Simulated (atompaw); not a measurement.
**Which change was made? (I, PAW (atompaw))**

| Quantity | Value |
| --- | --- |
| Element | iodine (I) |
| Generator | atompaw 4.2.0.5 |
| Type | PAW |
| Functional | PBE |
| Relativity | scalar-relativistic |
| Frozen core | [Kr] |
| Valence charge | 17 |
| Reference configuration | 4d10 5s1 5p6 |
| Partial waves | 5s (bound): rc 1.50 bohr; 5s channel at 1.9 Ry: rc 1.50 bohr; 5p (bound): rc 2.35 bohr; 5p channel at 0.3 Ry: rc 2.35 bohr; 4d (bound): rc 2.35 bohr; 4d channel at -1.55 Ry: rc 2.35 bohr |
| Local potential | troulliermartins scheme with l = 3 at 0 Ry, radius 1.85 bohr |
| Core correction | smooth core density matched at 1.45 bohr |
| Augmentation charge | besselshape compensation charge, radius 2.25 bohr; PAW radius 2.35 bohr; waves and projectors: custom polynom vanderbiltortho |

Cutoffs, loose and tight: the cutoffs (Ry, on a coarse ladder) from which the occupation-weighted sum of valence levels, in a spherical-Bessel basis at the reference potential, stays within 10 and 1 mRy of its value at 400 Ry. They see the waves, projectors and local potential, not the compensation charge or the core.

The base gives: outcome: generated; cutoff, loose: 30 Ry; cutoff, tight: 45 Ry; bound ghosts: s, p.

(1) After one change the result is: outcome: generated; cutoff, loose: 30 Ry; cutoff, tight: 45 Ry; bound ghosts: p, s. Which change was it?
A. augmentation besselshape compensation charge, radius 2.25 bohr; PAW radius 2.35 bohr; waves and projectors: custom polynom2 7 10 vanderbiltortho
B. wave 4d (bound): rc 2.35 bohr becomes 4d (bound): rc 1.96 bohr
C. local potential vpsmatchnc scheme with l = 3 at 0 Ry, radius 1.85 bohr
D. augmentation besselshape compensation charge, radius 2.25 bohr; PAW radius 2.35 bohr; waves and projectors: custom rrkj vanderbiltortho

Answers

(1) C. The others give: augmentation besselshape compensation charge, radius 2.25 bohr; PAW radius 2.35 bohr; waves and projectors: custom polynom2 7 10 vanderbiltortho → outcome: generated; cutoff, loose: 25 Ry; cutoff, tight: 50 Ry; bound ghosts: s, p | wave 4d (bound): rc 2.35 bohr becomes 4d (bound): rc 1.96 bohr → outcome: generated; cutoff, loose: 40 Ry; cutoff, tight: 70 Ry; bound ghosts: s, p | augmentation besselshape compensation charge, radius 2.25 bohr; PAW radius 2.35 bohr; waves and projectors: custom rrkj vanderbiltortho → outcome: failed: atompaw: The overlap operator has at least one negative eigenvalue!.
